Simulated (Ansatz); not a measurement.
Breaking the Si1–H3 bond in BrH3Si (SMILES [SiH3]Br) (multiplicity 1 held, fragments rigid). Energies count from the point at 1.476 Å.
Geometry at that point (charge 0, multiplicity 1):
```xyz
5

Si    -1.47703     0.04481     0.01785
Br     0.75716    -0.02297    -0.00915
H     -1.90317     1.42265    -0.29385
H     -1.93688    -0.34876     1.36352
H     -1.98207    -0.89727    -0.99932
```

Signs of static correlation in def2-TZVPP, with CASSCF(2,2), from Ansatz (an electronic-structure program) runs.

```csv
R (Å),T1 of restricted CCSD,⟨S²⟩ of UHF,largest double amplitude of restricted CCSD,weight of the CASSCF reference in MRCISD,CASSCF natural occupations
1.180,0.009,0.000,0.027,0.894,1.99 0.01
1.328,0.009,0.000,0.027,0.894,1.99 0.01
1.476,0.009,0.000,0.028,0.893,1.98 0.02
1.623,0.010,0.000,0.027,0.893,1.97 0.03
1.771,0.010,0.000,0.036,0.893,1.96 0.04
1.992,0.011,0.000,0.067,0.893,1.93 0.07
2.213,0.014,0.188,(withheld),0.893,1.89 0.11
2.582,0.022,0.700,(withheld),0.893,1.77 0.23
2.951,0.034,0.890,0.377,0.893,1.60 0.40
3.394,0.051,0.969,0.547,0.893,1.39 0.61
3.984,0.069,0.997,0.737,0.893,1.18 0.82
4.722,0.078,1.004,0.873,0.893,1.07 0.93
```

**Question.** Some entries are withheld; supply them.

**Answer.** 
- 2.213, largest double amplitude of restricted CCSD: 0.130
- 2.582, largest double amplitude of restricted CCSD: 0.245

Doubts at one or more of the structures used: a restricted determinant that unrestricted orbitals would lower (R-CCSD(T)/def2-TZVPP); other coupled-cluster roots lie near (R-CCSD(T)/def2-TZVPP); T1 above 0.05 (R-CCSD(T)/def2-TZVPP, U-CCSD(T)/def2-TZVPP); a spin-contaminated determinant (U-CCSD(T)/def2-TZVPP).
